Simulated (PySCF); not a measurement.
# Bromine: a sound run and one with changed settings

Sound run: Br [Ar] 3d10 4s2 4p5, Br⁺ [Ar] 3d10 4s2 4p4. All numbers are calculated (PySCF 2.14, scalar relativity through the core potential, in cc-pVDZ-PP with ECP10MDF (4s3p2d, 23 functions)). In the sound run the correlated levels freeze 3s2 3p6 3d10 outside the core potential. The sound run starts from symmetry-adapted Hartree-Fock orbitals and uses a fine grid where one is needed.

Changed run: a valence shell is frozen. This setting is unsound on purpose.

```json
{"species": "Br", "method": "MP2", "sound run (hartree)": "-415.56635", "changed run (hartree)": "-415.53451", "converged": "yes"}
{"species": "Br", "method": "CCSD(T)", "sound run (hartree)": "-415.58118", "changed run (hartree)": "-415.54406", "converged": "yes"}
{"species": "Br⁺", "method": "MP2", "sound run (hartree)": "-415.15109", "changed run (hartree)": "-415.11367", "converged": "yes"}
{"species": "Br⁺", "method": "CCSD(T)", "sound run (hartree)": "-415.16727", "changed run (hartree)": "-415.12171", "converged": "yes"}
```

Ionisation energy of Br:

```
 method  sound run (eV)  changed run (eV)
    UHF          10.750            10.750
    MP2          11.300            11.452
SCS-MP2          11.275            11.493
   CCSD          11.261            11.489
CCSD(T)          11.263            11.493
```

Freezing a valence shell removes pair correlation that changes on ionisation.

For comparison, NIST gives 11.814 eV between the lowest levels.
